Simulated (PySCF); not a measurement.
# Radial density of F (fluorine, neutral)

TPSS, [He] 2s1 2p6, 2S determinant (an excited configuration). Calculation: PySCF 2.14, in aug-cc-pCVTZ-DK; the spin-free X2C one-electron Hamiltonian (Gaussian nucleus).

| r (bohr) | 4πr²ρ (e/bohr) | 4πr²(ρα − ρβ) |
| --- | --- | --- |
| 0.00324 | 0.05818 | 0.0017 |
| 0.00546 | 0.1570 | 0.0045 |
| 0.00918 | 0.4064 | 0.0116 |
| 0.0154 | 1.015 | 0.0288 |
| 0.0260 | 2.358 | 0.0663 |
| 0.0437 | 4.840 | 0.1326 |
| 0.0735 | 8.048 | 0.2038 |
| 0.124 | 9.549 | 0.1830 |
| 0.208 | 6.978 | 0.0355 |
| 0.350 | 4.413 | 0.2285 |
| 0.588 | 5.670 | 1.0074 |
| 0.989 | 5.111 | 0.9544 |
| 1.66 | 1.891 | 0.1824 |
| 2.80 | 0.2576 | -0.0158 |
| 4.71 | 0.005503 | -0.0017 |
| 7.92 | 4.702e-05 | 0.0000 |

Densities and radii are taken from the X2C orbitals without a picture-change correction, which distorts them close to the nucleus.

Q: Where is the radial spin density 4πr²(ρα − ρβ) most negative, and why is it negative at all?

A: Around r = 2.80 bohr, down to -0.0158 e/bohr: exchange with the open shell polarises the paired shells in an unrestricted calculation.
